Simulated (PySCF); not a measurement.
Which determinant of KH lies lowest?

Unrestricted PBE0; K 6-311G(d,p), H 6-311G(d,p); no relativity (PySCF 2.14). Outer shells of the fragments: K 4s1; H 1s1.

Followed along the bond (rough minima from three points):

```json
{"2Ms+1": "1", "unpaired": "none", "⟨S²⟩ at the start": "0.00", "R at minimum (Å)": "2.24", "Te (eV)": "0.00"}
{"2Ms+1": "3", "unpaired": "σ ↑↑", "⟨S²⟩ at the start": "2.00", "R at minimum (Å)": "none in the scan", "Te (eV)": "≤ 2.03"}
```

Solutions found at the starting distance of 2.265 Å, counted from the lowest of them; the search is not exhaustive and high or unbound solutions are not listed, so other states can lie among these:

```
2Ms+1  unpaired   term  E (eV)  ⟨S²⟩  ⟨Lz²⟩  μ (D)
    1      none    ¹Σ⁺    0.00  0.00   0.00  -7.85
    3      σ ↑↑    ³Σ⁺    2.16  2.00   0.00   3.52
    3  σ ↑, π ↑     ³Π    3.19  2.00   1.00   0.16
    1  σ ↑, π ↓  mixed    3.22  1.00   1.00   0.18
```

A term symbol is given only where ⟨S²⟩ and ⟨Lz²⟩ are close to those of a pure state; real π, δ and φ orbitals otherwise mix terms. A positive dipole means K(−)H(+).

Counting both spins, an empty level lies below a filled one in some of these solutions, because spin and occupation are held.
